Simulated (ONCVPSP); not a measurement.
## Tb (Z = 65): ONCV pseudisation with PBE, scalar-relativistic reference atom.

Input for ONCVPSP 4.0.1:

```
# ATOM AND REFERENCE CONFIGURATION
# atsym  z   nc   nv     iexc    psfile
  Tb 65.00   10    4        4      upf
#
#   n    l    f
    1    0    2.00
    2    0    2.00
    2    1    6.00
    3    0    2.00
    3    1    6.00
    3    2   10.00
    4    0    2.00
    4    1    6.00
    4    2   10.00
    4    3    8.00
    5    0    2.00
    5    1    6.00
    5    2    1.50
    6    0    1.50
#
# PSEUDOPOTENTIAL AND OPTIMIZATION
# lmax
    2
#
#   l,   rc,      ep,       ncon, nbas, qcut
    0    2.55    0.00    4    9    4.80
    1    2.45    0.00    4    7    4.70
    2    3.85    0.00    3    7    4.40
#
# LOCAL POTENTIAL
# lloc, lpopt,  rc(5),   dvloc0
    1    5    2.45    0.00
#
# VANDERBILT-KLEINMAN-BYLANDER PROJECTORs
# l, nproj, debl
    0    3    2.90
    1    0    1.40
    2    2    3.50
#
# MODEL CORE CHARGE
# icmod, fcfact, rcfact
    3    3.75    1.75
#
# LOG DERIVATIVE ANALYSIS
# epsh1, epsh2, depsh
   -3.00    5.00    0.02
#
# OUTPUT GRID
# rlmax, drl
    6.00    0.01
#
# TEST CONFIGURATIONS
# ncnf
    4
# nvcnf
#   n    l    f
    4
    5    0    2.00
    5    1    6.00
    5    2    1.00
    6    0    2.00
#
    4
    5    0    2.00
    5    1    6.00
    5    2    1.00
    6    0    1.00
#
    4
    5    0    2.00
    5    1    6.00
    5    2    1.00
    6    0    0.00
#
    4
    5    0    2.00
    5    1    6.00
    5    2    1.00
    6    0    1.50
#
```

Command:

```bash
oncvpsp.x < Tb.dat > Tb.out
```

Output (shortened: citation, most of the input echo, consistency checks and plot data are left out):

```
ONCVPSP  (Optimized Norm-Conservinng Vanderbilt PSeudopotential)
scalar-relativistic version 4.0.1

#   n    l    f        energy (Ha)
    1    0    2.00    -1.9061129E+03
    2    0    2.00    -3.1616260E+02
    2    1    6.00    -2.8093859E+02
    3    0    2.00    -7.0329523E+01
    3    1    6.00    -5.9468982E+01
    3    2   10.00    -4.5325529E+01
    4    0    2.00    -1.4121320E+01
    4    1    6.00    -1.0541187E+01
    4    2   10.00    -5.6277980E+00
    4    3    8.00    -3.0231302E-01
    5    0    2.00    -1.8564067E+00
    5    1    6.00    -9.9909427E-01
    5    2    1.50    -7.3944502E-02
    6    0    1.50    -1.4548973E-01

Reference configufation results
  iterations    34
  all-electron total energy (Ha)   -1.17087560D+04

Begin loop to  construct optimized pseudo wave functions
and semi-local pseudopoentials for all angular momenta

   Wellstate for l =  0  n =  8
     eigenvalue =   2.7545
     asymptotic potential =   3.2545
     half-point radius =  4.1025

Calculating optimized projector #   1

 for l=   0

    Fraction of norm inside rc  0.988551
    Optimizing pswf for qcut=   4.79 a_B^-1,  ecut=  11.49 Ha
    Residual kinetic energy error=  7.33D-07 Ha

    Energy error per electron        Cutoff
         Ha          eV             Ha
         0.01000     0.27211        3.10
         0.00100     0.02721        4.17
         0.00010     0.00272        7.83
         0.00001     0.00027        9.64

Calculating optimized projector #   2

 for l=   0

    Fraction of norm inside rc  0.127636
    Optimizing pswf for qcut=   4.79 a_B^-1,  ecut=  11.49 Ha
    Residual kinetic energy error=  3.84D-06 Ha

    Energy error per electron        Cutoff
         Ha          eV             Ha
         0.01000     0.27211        2.40
         0.00100     0.02721        4.42
         0.00010     0.00272        8.66
         0.00001     0.00027       10.98

Calculating optimized projector #   3

 for l=   0

    Fraction of norm inside rc  0.157391
    Optimizing pswf for qcut=   4.79 a_B^-1,  ecut=  11.49 Ha
    Residual kinetic energy error=  2.78D-04 Ha

    Energy error per electron        Cutoff
         Ha          eV             Ha
         0.01000     0.27211        7.84
         0.00100     0.02721        9.87
         0.00010     0.00272       20.32
         0.00001     0.00027       53.93

Calculating optimized projector #   1

 for l=   1

    Fraction of norm inside rc  0.937752
    Optimizing pswf for qcut=   4.70 a_B^-1,  ecut=  11.03 Ha
    Residual kinetic energy error=  1.99D-06 Ha

    Energy error per electron        Cutoff
         Ha          eV             Ha
         0.01000     0.27211        5.80
         0.00100     0.02721        7.57
         0.00010     0.00272        8.96
         0.00001     0.00027       10.47

   Wellstate for l =  2  n = 10
     eigenvalue =   3.4261
     asymptotic potential =   3.9261
     half-point radius =  6.5324

Calculating optimized projector #   1

 for l=   2

    Fraction of norm inside rc  0.774806
    Optimizing pswf for qcut=   4.40 a_B^-1,  ecut=   9.68 Ha
    Residual kinetic energy error=  2.58D-08 Ha

    Energy error per electron        Cutoff
         Ha          eV             Ha
         0.01000     0.27211        4.39
         0.00100     0.02721        5.78
         0.00010     0.00272        6.86
         0.00001     0.00027        7.88

Calculating optimized projector #   2

 for l=   2

    Fraction of norm inside rc  0.201167
    Optimizing pswf for qcut=   4.40 a_B^-1,  ecut=   9.68 Ha
    Residual kinetic energy error=  2.75D-05 Ha

    Energy error per electron        Cutoff
         Ha          eV             Ha
         0.01000     0.27211        7.32
         0.00100     0.02721        8.53
         0.00010     0.00272        9.48
         0.00001     0.00027       20.05

Construct Vanderbilt / Kleinmman-Bylander projectors

B matrix Hermiticity error, ll=   0
   1   2    1.4169E-04
   1   3    5.3424E-04
   2   3   -1.2860E-04

  Orthonormal projector coefficients  3.4436E+00  6.8338E-01  1.2493E-01

B matrix Hermiticity error, ll=   2
   1   2    1.4297E-04

  Orthonormal projector coefficients  2.3311E+00  7.9917E-01

Model core correction analysis
  based on d2Exc/dn_idn_j

d2excae - all-electron derivatives

   -2.630332D-02   -2.289546D-02   -7.596997D-03   -1.472775D-03
   -2.289544D-02   -2.315032D-02   -1.106388D-02   -2.563790D-03
   -7.596857D-03   -1.106377D-02   -1.723718D-02   -1.638758D-02
   -1.472414D-03   -2.562873D-03   -1.638307D-02   -2.610632D-02

d2excps - pseudofunction derivatives with no core correction

   -4.647537D-02   -3.078978D-02   -7.270509D-03   -3.039843D-03
   -3.079055D-02   -2.930944D-02   -1.184392D-02   -3.105195D-03
   -7.270217D-03   -1.184363D-02   -1.971229D-02   -1.718243D-02
   -3.040494D-03   -3.104169D-03   -1.717758D-02   -2.669371D-02

rms 2nd derivative error    6.042370E-03

rmatch, rhocmatch    1.1377    4.6802

Teter function model core charge with specified parameters

d2excps - pseudofunction derivatives with core correction

   -2.352615D-02   -1.763541D-02   -5.167212D-03   -1.737819D-03
   -1.763542D-02   -1.818012D-02   -8.867819D-03   -2.516296D-03
   -5.167080D-03   -8.867827D-03   -1.699063D-02   -1.619607D-02
   -1.737577D-03   -2.515672D-03   -1.619098D-02   -2.566934D-02

rms 2nd derivative error    2.618139E-03

Pseudoatom total energy  -38.579137

Diagnostic tests using Vanderbilt-Kleinman-Bylander pseudopotentials
  1 or more projectors used as specified by nproj input data

   l    rcore       rmatch      e in        delta e   norm test  slope test

   0   2.5513244   2.6287881  -1.8564067   0.0000008   1.0001480   1.0001335
   0   2.5513244   2.6287881  -0.1454897   0.0000004   1.0000177   1.0000136
   0   2.5513244   2.6287881   2.7545103   0.0000154   1.0002091   1.0002091

   1   2.4613750   2.5361077  -0.9990943  -0.0000001   0.9999996   0.9999993

   2   3.8550174   3.9720641  -0.0739445  -0.0000006   0.9999098   0.9999067
run_diag: lschvkbbe ERROR   2   5   2  60  3.42605550E+00  3.81866105E+00
   2   3.8550174   3.9720641   3.4260555   0.3926056   0.0336718   1.7059400

 Testing for bound ghosts
   n   l    E NL Schr. Eq   E Basis Diag.   E Cutoff

   1   0       -1.856406       -1.856406     69.27
   2   0       -0.145489       -0.135329     69.27

   3   2       -0.073945       -0.073747     17.38

 Testing for highly-localized positive-energy ghosts
       l    <radius>/rc     E Basis Diag.   E Cutoff

       2        0.593644        3.694287     17.38  WARNING - GHOST(+)

Test configuration 0

   n   l     f        eae           eps        diff
   1   0  2.0000-1906.11292522
   2   0  2.0000 -316.16259565
   2   1  6.0000 -280.93858880
   3   0  2.0000  -70.32952338
   3   1  6.0000  -59.46898151
   3   2 10.0000  -45.32552859
   4   0  2.0000  -14.12132029
   4   1  6.0000  -10.54118688
   4   2 10.0000   -5.62779800
   4   3  8.0000   -0.30231302
   5   0  2.0000   -1.85640669   -1.85640587    8.17D-07
   5   1  6.0000   -0.99909427   -0.99909434   -7.06D-08
   5   2  1.5000   -0.07394450   -0.07394510   -6.02D-07
   6   0  1.5000   -0.14548973   -0.14548930    4.32D-07

    Total energies and differences
      AE_ref= -1.17087560D+04  AE_tst= -1.17087560D+04  dif=  0.00D+00
      PS_ref= -3.85791369D+01  PS_tst= -3.85791369D+01  dif=  1.35D-13
      PSP excitation error= -1.35D-13

Test configuration 1

   n   l     f        eae           eps        diff
   1   0  2.0000-1906.13887598
   2   0  2.0000 -316.18985362
   2   1  6.0000 -280.96581276
   3   0  2.0000  -70.35618238
   3   1  6.0000  -59.49564544
   3   2 10.0000  -45.35233908
   4   0  2.0000  -14.14819133
   4   1  6.0000  -10.56817405
   4   2 10.0000   -5.65503685
   4   3  8.0000   -0.32962952
   5   0  2.0000   -1.88429549   -1.88388296    4.13D-04
   5   1  6.0000   -1.02490714   -1.02591779   -1.01D-03
   5   2  1.0000   -0.08906489   -0.08952500   -4.60D-04
   6   0  2.0000   -0.15414008   -0.15448097   -3.41D-04

    Total energies and differences
      AE_ref= -1.17087560D+04  AE_tst= -1.17087901D+04  dif= -3.42D-02
      PS_ref= -3.85791369D+01  PS_tst= -3.86133035D+01  dif= -3.42D-02
      PSP excitation error= -2.60D-06

Test configuration 2

   n   l     f        eae           eps        diff
   1   0  2.0000-1906.37546752
   2   0  2.0000 -316.42526947
   2   1  6.0000 -281.20129875
   3   0  2.0000  -70.59125203
   3   1  6.0000  -59.73072375
   3   2 10.0000  -45.58740684
   4   0  2.0000  -14.38335707
   4   1  6.0000  -10.80335588
   4   2 10.0000   -5.89018950
   4   3  8.0000   -0.56462614
   5   0  2.0000   -2.11952201   -2.12676175   -7.24D-03
   5   1  6.0000   -1.25988912   -1.26660106   -6.71D-03
   5   2  1.0000   -0.30649046   -0.30895162   -2.46D-03
   6   0  1.0000   -0.34562874   -0.34813071   -2.50D-03

    Total energies and differences
      AE_ref= -1.17087560D+04  AE_tst= -1.17085423D+04  dif=  2.14D-01
      PS_ref= -3.85791369D+01  PS_tst= -3.83642355D+01  dif=  2.15D-01
      PSP excitation error= -1.28D-03

Test configuration 3

   n   l     f        eae           eps        diff
   1   0  2.0000-1906.65453657
   2   0  2.0000 -316.70258389
   2   1  6.0000 -281.47873393
   3   0  2.0000  -70.86762818
   3   1  6.0000  -60.00711843
   3   2 10.0000  -45.86384516
   4   0  2.0000  -14.65994589
   4   1  6.0000  -11.08001136
   4   2 10.0000   -6.16687037
   4   3  8.0000   -0.84088100
   5   0  2.0000   -2.39595326   -2.41588635   -1.99D-02
   5   1  6.0000   -1.53451106   -1.55102181   -1.65D-02
   5   2  1.0000   -0.55789529   -0.56302684   -5.13D-03

    Total energies and differences
      AE_ref= -1.17087560D+04  AE_tst= -1.17080916D+04  dif=  6.64D-01
      PS_ref= -3.85791369D+01  PS_tst= -3.79085987D+01  dif=  6.71D-01
      PSP excitation error= -6.20D-03

Test configuration 4

   n   l     f        eae           eps        diff
   1   0  2.0000-1906.25125732
   2   0  2.0000 -316.30171572
   2   1  6.0000 -281.07770382
   3   0  2.0000  -70.46794066
   3   1  6.0000  -59.60740688
   3   2 10.0000  -45.46408900
   4   0  2.0000  -14.25998500
   4   1  6.0000  -10.67996988
   4   2 10.0000   -5.76681179
   4   3  8.0000   -0.44135253
   5   0  2.0000   -1.99612205   -1.99891463   -2.79D-03
   5   1  6.0000   -1.13676213   -1.14012247   -3.36D-03
   5   2  1.0000   -0.19302672   -0.19434845   -1.32D-03
   6   0  1.5000   -0.24685215   -0.24795945   -1.11D-03

    Total energies and differences
      AE_ref= -1.17087560D+04  AE_tst= -1.17086902D+04  dif=  6.58D-02
      PS_ref= -3.85791369D+01  PS_tst= -3.85130013D+01  dif=  6.61D-02
      PSP excitation error= -3.68D-04
```

The run took about 4.7 s on one core of a shared server CPU.
